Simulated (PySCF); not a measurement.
Ionisation energy of Ne(2+) by level of theory

Ne(2+) [He] 2s2 2p4 [2p1/2^2 2p3/2^2, M_J = 2] → Ne(3+) [He] 2s2 2p3 [2p1/2^2 2p3/2^1, M_J = 3/2], as a difference of total energies. All numbers are calculated (PySCF 2.14, the two-component X2C-1e Hamiltonian, in x2c-SVPall-2c (3s2p1d, 14 functions)). Correlated levels: 1s2 frozen. "Screened" scales the spin-orbit matrix elements by Boettger's factors to mimic the two-electron term; Breit and QED terms are absent.

```
                    method  ionisation energy (eV)  error (eV)
           GHF (spin-free)                  61.771      -1.652
          GMP2 (spin-free)                  62.542      -0.881
 GHF (screened spin-orbit)                  61.809      -1.614
GMP2 (screened spin-orbit)                  62.579      -0.844
```

Reference: 63.423 eV (measured; NIST Atomic Spectra Database, ionization energies).

Errors of the correlated levels include the incompleteness of this basis and the frozen core.

The labels give the starting determinants; with spin-orbit coupling the two ends relaxed to ⟨J²⟩ = 6.00, ⟨L²⟩ = 2.00, ⟨S²⟩ = 2.00 and ⟨J²⟩ = 3.75, ⟨L²⟩ = 0.00, ⟨S²⟩ = 3.75.
